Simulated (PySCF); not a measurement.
Ga(F)(Br)(NH2) (BrFGaH₂N), SMILES [NH2][Ga]([F])[Br].

Geometry: B3LYP-D3(BJ)/def2-SVP. The structure was generated by enumeration; whether it is a known compound was not checked. Other conformers were not sampled.

Two levels are set side by side: TDA-PBE/def2-SVPD (PySCF) and TDA-M06-2X/def2-SVPD (PySCF). Vertical, same geometry. The lowest singlet is HOMO→LUMO 99 % with PBE and HOMO→LUMO 91 % with the other functional; states are paired by order. Differences are taken from unrounded values.

| quantity | TDA-M06-2X | TDA-PBE | TDA-PBE minus TDA-M06-2X |
|---|---|---|---|
| lowest singlet excitation (eV) | 5.72 | 4.56 | -1.16 |
| lowest triplet excitation (TDA) (eV) | 5.33 | 4.19 | -1.14 |
| first bright state (f over 0.05) (eV) | 6.61 | 6.72 | 0.11 |
| its oscillator strength | 0.08 | 0.12 | 0.04 |

A lower first singlet is the usual sign of a functional without exact exchange. Differences between two approximate levels are no errors against the true value.

Rough cost on one machine, each run with all the roots and properties that it gave: TDA-M06-2X against TDA-PBE about 8 times.
